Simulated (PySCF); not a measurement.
From one molecule to another.

First species: C4H3ClN2O.
SMILES with atom numbers: `[O-:1][n+:2]1[cH:3][cH:4][cH:5][n:6][c:7]1[Cl:8]` (hydrogens: H9 on C3; H10 on C4; H11 on C5)

Second species: C4N4Si.
Cartesian coordinates in Å at the GFN2-xTB level; atoms count from 1:
```xyz
9
C4N4Si angstrom
N      0.2339    2.7210   -1.2681
C      0.1442    1.6877   -0.7870
Si     0.0006    0.0018   -0.0031
C     -0.9243   -1.1408   -1.1505
N     -1.4909   -1.8425   -1.8530
C      1.7059   -0.6825    0.3137
N      2.7516   -1.1015    0.5083
C     -0.9211    0.1399    1.6120
N     -1.4862    0.2230    2.6024
```

Levels: PBE0/def2-SVPD for dipole moment, HOMO energy, LUMO energy, HOMO–LUMO gap, static isotropic polarisability and electronic spatial extent ⟨r²⟩ about the centre of nuclear charge; TDDFT PBE0/def2-SVPD for lowest singlet excitation; TDA PBE0/def2-SVPD for lowest triplet excitation (Tamm–Dancoff). Geometries: GFN2-xTB. Each structure is a single optimised conformer of the isolated species, non-relativistic unless stated. Electronic properties by PySCF.

Values for the first species:

```
Dipole moment                                                     : 4.41 D
HOMO energy                                                       : -7.03 eV
LUMO energy                                                       : -1.99 eV
HOMO–LUMO gap                                                     : 5.04 eV
Lowest singlet excitation                                         : 4.10 eV
Lowest triplet excitation (Tamm–Dancoff)                          : 2.62 eV
Static isotropic polarisability                                   : 81.0 au
Electronic spatial extent ⟨r²⟩ about the centre of nuclear charge : 971 bohr²
```

(1) Estimate the same properties for the second species, and the change in each.

Results:

(1) 
```json
{"property": "dipole moment", "first": "4.41 D", "second": "0.00 D", "second less first": "-4.41 D"}
{"property": "HOMO energy", "first": "-7.03 eV", "second": "-11.47 eV", "second less first": "-4.44 eV"}
{"property": "LUMO energy", "first": "-1.99 eV", "second": "-3.02 eV", "second less first": "-1.03 eV"}
{"property": "HOMO–LUMO gap", "first": "5.04 eV", "second": "8.45 eV", "second less first": "+3.41 eV"}
{"property": "lowest singlet excitation", "first": "4.10 eV", "second": "6.61 eV", "second less first": "+2.51 eV"}
{"property": "lowest triplet excitation (Tamm–Dancoff)", "first": "2.62 eV", "second": "5.60 eV", "second less first": "+2.98 eV"}
{"property": "static isotropic polarisability", "first": "81.0 au", "second": "79.6 au", "second less first": "-1.4 au"}
{"property": "electronic spatial extent ⟨r²⟩ about the centre of nuclear charge", "first": "971 bohr²", "second": "1351 bohr²", "second less first": "+380 bohr²"}
```

On the first: The principal polarisabilities are 45.8, 86.6 and 110.5 au; their mean is the isotropic value. No computed singlet falls in the visible range (750 to 380 nm, 1.65 to 3.26 eV); S1 lies 0.84 eV above its blue end.

On the second: The principal polarisabilities are 79.6, 79.6 and 79.7 au; their mean is the isotropic value. Point group Td forbids a permanent dipole, so the rigid molecule has no electric-dipole pure rotational spectrum.
